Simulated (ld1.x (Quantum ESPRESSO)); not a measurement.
**neon (Ne) RRKJ: all-electron and pseudo phase curves**

- Element: neon
- Generator: ld1.x (Quantum ESPRESSO) 7.5
- Type: norm-conserving RRKJ (Kleinman–Bylander form)
- Functional: LDA (PZ)
- Relativity: scalar-relativistic
- Frozen core: [He]
- Valence charge: 8
- Reference configuration: 2s2 2p4.5 (charge +1.5)
- Partial waves: 2p (bound): rc 0.95 bohr; 2s (bound): rc 0.75 bohr
- Local potential: the s channel
- Core correction: a·sin(br)/r model core inside 0.55 bohr
- rho0: 0.02

The phase is arctan(r·u′/u) with u = r·R(r), unwrapped; energies in Ry, scanned from -7 to 5 Ry. A pole is an energy at which the radial function vanishes at the test radius. The pseudo phase is shifted by a multiple of π to meet the all-electron one at the reference energy, and phase errors are pseudo minus all-electron; the curves can meet again beyond the range given. Levels narrower than the energy grid can be missing from the lists of poles.

For each channel, where are the poles, and over which energies does the pseudopotential scatter like the atom?

| channel | radius (bohr) | reference energy (Ry) | poles, all-electron | poles, pseudo | unbroken range about the reference energy with phases within 0.05 rad | phase error 1 Ry above the reference energy (rad) |
| --- | --- | --- | --- | --- | --- | --- |
| s | 1.05 | -4.86 | -0.29 | -0.33 | the whole range | -0.000 |
| p | 1.05 | -3.18 | 0.24 | 0.28 | the whole range | +0.001 |

Phases in the p channel:

```csv
E (Ry),all-electron,pseudo
-7.00,0.986,0.988
-6.48,0.916,0.917
-5.96,0.819,0.821
-5.44,0.679,0.681
-4.92,0.468,0.470
-4.40,0.152,0.153
-3.88,-0.264,-0.263
-3.36,-0.670,-0.670
-2.84,-0.972,-0.972
-2.32,-1.173,-1.173
-1.80,-1.308,-1.307
-1.28,-1.404,-1.402
-0.76,-1.474,-1.472
-0.24,-1.530,-1.527
0.28,-1.574,-1.571
0.80,-1.612,-1.608
1.32,-1.645,-1.640
1.84,-1.674,-1.669
2.36,-1.702,-1.695
2.88,-1.727,-1.720
3.40,-1.752,-1.743
3.92,-1.777,-1.767
4.44,-1.802,-1.790
4.96,-1.828,-1.813
```
